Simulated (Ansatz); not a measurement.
Potential energy curve for SMILES [AlH3]. The Al1–H4 bond (Al1 also carries H, H; H4 carries nothing else) is stretched with both fragments frozen at the PBE0/def2-TZVP optimised geometry.

Levels of theory: RHF/cc-pVDZ (Ansatz, a quantum-chemistry and plane-wave program); RMP2 = MP2 on RHF/cc-pVDZ, frozen core (Ansatz); UHF/cc-pVDZ (Ansatz); UMP2 = MP2 on UHF/cc-pVDZ, frozen core run with Ansatz; UCCSD = CCSD on UHF/cc-pVDZ, frozen core (Ansatz); UCCSD(T) = CCSD(T) on UHF/cc-pVDZ, frozen core (Ansatz); RKS-B3LYP = restricted B3LYP/cc-pVDZ (Ansatz); UKS-B3LYP = unrestricted B3LYP/cc-pVDZ run with Ansatz; RKS-PBE0 = restricted PBE0/cc-pVDZ (Ansatz); UKS-PBE0 = unrestricted PBE0/cc-pVDZ (Ansatz); RKS-PBE = restricted PBE/cc-pVDZ (Ansatz); UKS-PBE = unrestricted PBE/cc-pVDZ run with Ansatz; FCI = Ansatz with full CI/cc-pVDZ, frozen core.

All curves are set to zero at 1.59 Å and compared with full CI in the same basis at 1.59, 1.63, 1.68, 1.75, 1.82, 1.97, 2.14, 2.40, 2.58, 2.91, 3.19, 3.52, 3.90, 4.24, 4.83, 5.51 Å.

Task: Order the methods by the spread of their error (largest minus smallest) over these points.

Result: UCCSD(T) has the smallest spread and RHF the largest. In order (kcal/mol): UCCSD(T) 1.97, UCCSD 2.82, UKS-PBE 3.06, UKS-B3LYP 3.50, UKS-PBE0 4.94, UMP2 13.55, UHF 21.21, RKS-PBE 28.93, RMP2 33.84, RKS-B3LYP 37.99, RKS-PBE0 43.49, RHF 80.21.

Errors against full CI at some of the points (kcal/mol):

```json
[
 {"method": "UCCSD(T)", "1.97 Å": "0.1", "2.40 Å": "0.3", "3.19 Å": "1.7", "3.90 Å": "1.3", "5.51 Å": "0.0"},
 {"method": "UCCSD", "1.97 Å": "0.2", "2.40 Å": "0.8", "3.19 Å": "2.8", "3.90 Å": "1.4", "5.51 Å": "0.0"},
 {"method": "UKS-PBE", "1.97 Å": "-2.0", "2.40 Å": "-3.1", "3.19 Å": "-0.1", "3.90 Å": "-1.2", "5.51 Å": "-2.0"},
 {"method": "UKS-B3LYP", "1.97 Å": "-0.3", "2.40 Å": "0.2", "3.19 Å": "3.0", "3.90 Å": "2.1", "5.51 Å": "2.2"},
 {"method": "UKS-PBE0", "1.97 Å": "-0.5", "2.40 Å": "0.5", "3.19 Å": "2.7", "3.90 Å": "-0.2", "5.51 Å": "-1.3"},
 {"method": "UMP2", "1.97 Å": "1.1", "2.40 Å": "7.3", "3.19 Å": "4.4", "3.90 Å": "-1.4", "5.51 Å": "-3.1"},
 {"method": "UHF", "1.97 Å": "1.4", "2.40 Å": "4.9", "3.19 Å": "-7.7", "3.90 Å": "-14.5", "5.51 Å": "-16.3"},
 {"method": "RKS-PBE", "1.97 Å": "-2.0", "2.40 Å": "-3.1", "3.19 Å": "2.2", "3.90 Å": "12.3", "5.51 Å": "25.9"},
 {"method": "RMP2", "1.97 Å": "1.1", "2.40 Å": "4.0", "3.19 Å": "15.7", "3.90 Å": "28.4", "5.51 Å": "28.3"},
 {"method": "RKS-B3LYP", "1.97 Å": "-0.3", "2.40 Å": "0.2", "3.19 Å": "8.1", "3.90 Å": "20.3", "5.51 Å": "37.6"},
 {"method": "RKS-PBE0", "1.97 Å": "-0.5", "2.40 Å": "0.5", "3.19 Å": "10.0", "3.90 Å": "23.7", "5.51 Å": "43.0"},
 {"method": "RHF", "1.97 Å": "1.4", "2.40 Å": "5.6", "3.19 Å": "22.7", "3.90 Å": "44.6", "5.51 Å": "80.2"}
]
```

The restricted form behind RHF, RMP2, RKS-B3LYP, RKS-PBE0, RKS-PBE keeps the bonding electrons paired and can't separate into open-shell fragments. The T1 diagnostic of CCSD on the restricted reference of RMP2 exceeds 0.045 at 3.19 to 5.51 Å. The unrestricted determinant behind UHF, UMP2, UCCSD, UCCSD(T) is spin-contaminated at 2.40 to 5.51 Å (<S²> up to 1.0, against 0.00 for a pure singlet). The unrestricted determinant behind UKS-B3LYP, UKS-PBE0, UKS-PBE is spin-contaminated at 2.91 to 5.51 Å (<S²> up to 1.0, against 0.00 for a pure singlet).
